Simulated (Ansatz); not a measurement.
```yaml
crystal:
  periodic: [false, false, false]
  atoms:
    - {symbol: C, position_ang: [-1.256788, 0.507013, -0.785520]}
    - {symbol: O, position_ang: [-0.000523, 0.982103, -0.339984]}
    - {symbol: Si, position_ang: [0.909830, 0.245969, 0.786459]}
    - {symbol: C, position_ang: [1.302382, -1.482235, 0.223400]}
    - {symbol: N, position_ang: [1.515231, -2.554880, -0.138908]}
    - {symbol: H, position_ang: [-1.346583, 1.222104, -1.509853]}
    - {symbol: H, position_ang: [-1.646583, 1.222104, -1.509853]}
    - {symbol: H, position_ang: [-1.158027, -0.469305, -1.269655]}
    - {symbol: H, position_ang: [2.175901, 0.989479, 0.910726]}
    - {symbol: H, position_ang: [0.208384, 0.085389, 2.082155]}
basis:
  gaussian: {orbitals: cc-pVTZ}
hamiltonian: {xc: {name: B97}}
```

```sh
$ ansatz run in.yaml --threads 4 --pin off --events-out ev --progress --plain --max-ram 10444MiB
```

It prints (some lines left out):

```
Functional definition: B97
1254 factors; their error is unknown
mean field evaluation 1: about -13542.5784 eV, gradient 6.1e1 eV
mean field evaluation 2: about -13530.7292 eV, gradient 9.6e1 eV
mean field evaluation 4: about -13549.6136 eV, gradient 8.7e0 eV
mean field evaluation 8: about -13549.7560 eV, gradient 1.8e-1 eV
mean field evaluation 16: about -13549.7674 eV, gradient 7.0e-5 eV
mean field -13549.76738969 eV, -497.9447672091 hartree, gradient 7.0e-5 eV, S^2 0.000000; 0 other end points of the search recorded, 0 dependent functions left out
reference -13549.76741404 eV, -497.9447681038 hartree; 23, 23 occupied and 201, 201 virtual orbitals, 1254 factors
Total energy: -13549.76741404 eV, -497.9447681038 hartree
```

(1) Something in this input is off. What?

## Answers

(1) One atom was put on top of another. The calculation finished and met its thresholds. The result belongs to that input, not to the molecule as meant.
